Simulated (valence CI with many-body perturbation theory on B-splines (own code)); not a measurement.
## Bi62+: input, log and results

Calculated by valence CI with perturbative core correlation (CI+MBPT): three valence electrons over a frozen Dirac-Fock core [Ar], radial functions for each j: 6 s, 6 p, 5 d, 5 f, 1 g, with the one-electron correlation potential Σ1 (screened to all orders), the two-electron term Σ2, the three-electron term Σ3, Breit, model QED; selected single and double excitations, second order for the rest (own B-spline code, finite nucleus).

Command, and the settings that its task file holds:

```sh
python run_cv.py task.json out
```

```
atom Bi  Z=83  mass_number=209  rms_radius_fm=5.5211
core [Ar]
valence 3d3
avg = 1
basis = S
breit = 1
cap = 10000
capref = 1200
cscale = 1
de = 0.0
dress = 0
ecut = 704.17
eps = 2e-08
h = 0.27
hh = 1
l2 = 3
lcore = 6
maxit = 60
n2 = 5
natural = 1
nlev = 21
nno = [3, 3, 3, 3, 1]
nroot = 26
nsp = [3, 3, 2, 2, 0]
pt2 = 1
qed = 1
rpa = 1
s1 = 1
s2 = 1
s3 = 1
screen = 1
tol = 2e-05
```

It took 20 s on 1 thread of Arm Neoverse N1 (shared host).

Log. The first blocks belong to the next ion, which gives the ionisation energy. Fields: 2J, parity (1 odd), roots, reference size, generating configurations, candidates as configurations/state functions, variational space P, stored matrix elements, Davidson steps; e2 is the range of second-order energies in hartree. The first line gives the box (bohr), its intervals, the orbitals and the steps of their self-consistent field. Window is the range of levels sought, series limit the energy at which the first omitted orbital would enter, core excitation an estimate of the first excitation out of the core, left out the lowest levels not solved, and shifts from estimates the range by which levels moved from their first estimate, all in cm⁻¹.

```
rmax 1.8 intervals 55 orbitals 40 references ['3d3', '3d2 4s', '3d2 4p'] scf 2 t 0.9
2J=4 par=0 roots 2 ref 42 generators 2 cand 293/293 P 318/318 nnz 0 it 0
2J=4 par=0 roots 2 ref 42 generators 3 cand 17/17 P 329/329 nnz 0 it 0
   second order: generators 3 cand 6/6 e2 -0.00000 -0.00000
2J=0 par=0 roots 2 ref 17 generators 2 cand 108/108 P 125/125 nnz 0 it 0
   second order: generators 2 cand 0/0 e2 -0.00000 -0.00000
reference levels 431, estimated 17, window 2184745 1/cm; series limit 36274845, core excitation 2730932
2J=3 par=0 roots 4 ref 31 generators 4 cand 211/421 P 705/1766 nnz 0 it 4
2J=3 par=0 roots 4 ref 31 generators 4 cand 106/183 P 761/1883 nnz 0 it 4
   second order: generators 5 cand 427/1012 e2 -0.00000 -0.00000
2J=5 par=0 roots 4 ref 33 generators 3 cand 217/489 P 710/2041 nnz 0 it 4
2J=5 par=0 roots 4 ref 33 generators 3 cand 107/226 P 771/2195 nnz 0 it 4
   second order: generators 4 cand 422/1019 e2 -0.00000 -0.00000
2J=9 par=0 roots 3 ref 18 generators 3 cand 174/316 P 565/1461 nnz 0 it 4
2J=9 par=0 roots 3 ref 18 generators 3 cand 100/154 P 598/1531 nnz 0 it 4
   second order: generators 3 cand 67/84 e2 -0.00000 -0.00000
2J=7 par=0 roots 3 ref 25 generators 2 cand 209/482 P 664/1858 nnz 0 it 3
2J=7 par=0 roots 3 ref 25 generators 2 cand 104/223 P 719/2004 nnz 0 it 3
   second order: generators 2 cand 49/77 e2 -0.00000 -0.00000
2J=1 par=0 roots 2 ref 19 generators 2 cand 161/235 P 630/1009 nnz 0 it 0
2J=1 par=0 roots 2 ref 19 generators 2 cand 90/118 P 669/1070 nnz 0 it 0
   second order: generators 2 cand 51/57 e2 -0.00000 -0.00000
2J=11 par=0 roots 1 ref 6 generators 1 cand 167/260 P 387/876 nnz 0 it 0
2J=11 par=0 roots 1 ref 6 generators 1 cand 115/167 P 426/944 nnz 0 it 0
   second order: generators 1 cand 76/99 e2 -0.00000 -0.00000
left out: unestimated 3171433, estimated none, shifts from estimates -0 to 0
operators 1.6
```

The Davidson iterations converged. The settings are bad on purpose, so the numbers may not be properties of the ion.

The last digits are not significant, and no measured levels were compared; by estimate large intervals hold to a few tenths of a per cent, small ones and those within an open d or f shell to about a per cent. The list stops below the first excitations out of the core. Only levels of the ground parity were solved; by the run's estimate the other parity begins above the list, which can be wrong where configurations are misplaced.

- Valence energy: -768.8087 hartree
- Ionisation energy: 6805.2 eV (NIST: 6804 ± 15 eV (theoretical))
- Reference configurations for the orbitals: 3d3, 3d2 4s, 3d2 4p
- Radial orbitals: 40
- Box radius: 1.819 bohr
- Largest variational space: 2195
- Lowest levels: (3d3/2^3) J=3/2 0, (3d3/2^2 3d5/2) J=5/2 [a] 946780, (3d3/2^2 3d5/2) J=3/2 1003600, (3d3/2^2 3d5/2) J=9/2 1034400, (3d3/2^2 3d5/2) J=7/2 1041400, (3d3/2^2 3d5/2) J=1/2 1054500, (3d3/2^2 3d5/2) J=5/2 [b] 1283700, (3d3/2 3d5/2^2) J=7/2 1971700, (3d3/2 3d5/2^2) J=9/2 2015800, (3d3/2 3d5/2^2) J=3/2 2067700, (3d3/2 3d5/2^2) J=1/2 2095500, (3d3/2 3d5/2^2) J=11/2 2101000, (3d3/2 3d5/2^2) J=5/2 2103800 cm⁻¹

Levels are named by their leading jj configuration (3d3/2^4 stands for four electrons in 3d with j = 3/2), which in mixed levels can hold well under half, so a name can repeat and another be missing. Letters in brackets count levels of one name in rising energy.
